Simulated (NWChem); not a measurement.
# trifluoroacetic acid (C$_{2}$HF$_{3}$O$_{2}$); SMILES C(F)(C(O)=O)(F)F

```xyz
8

O     -1.1026    -1.4745     0.0003
C      0.1115    -0.9423     0.0010
O      1.1444    -1.5407     0.0007
C      0.0167     0.5952     0.0004
F     -0.6533     1.0156     1.0696
F      1.2244     1.1252     0.0172
F     -0.6226     1.0145    -1.0881
H     -0.9993    -2.4394    -0.0008
```
Atoms are numbered in this order, from 1.

All runs: NWChem. Pople sets run with spherical d functions. All runs use the structure optimised with PBE0/def2-SVP. GIAO values for the isolated, static molecule; σ is the absolute isotropic shielding, δ = σ(reference) − σ with the isolated reference molecule computed at the same levels (13C: tetramethylsilane, 19F: trichlorofluoromethane, 1H: tetramethylsilane, 17O: water).

What does the run give for Hartree-Fock/6-31G*? Quantities: δ O1 (ppm); δ C2 (ppm); δ O3 (ppm); δ C4 (ppm); δ F5 (rotor mean) (ppm); δ H8 (ppm).


```json
{
  "δ O1 (ppm)": "139.1",
  "δ C2 (ppm)": "155.0",
  "δ O3 (ppm)": "387.0",
  "δ C4 (ppm)": "101.0",
  "δ F5 (rotor mean) (ppm)": "-51.9",
  "δ H8 (ppm)": "5.96"
}
```
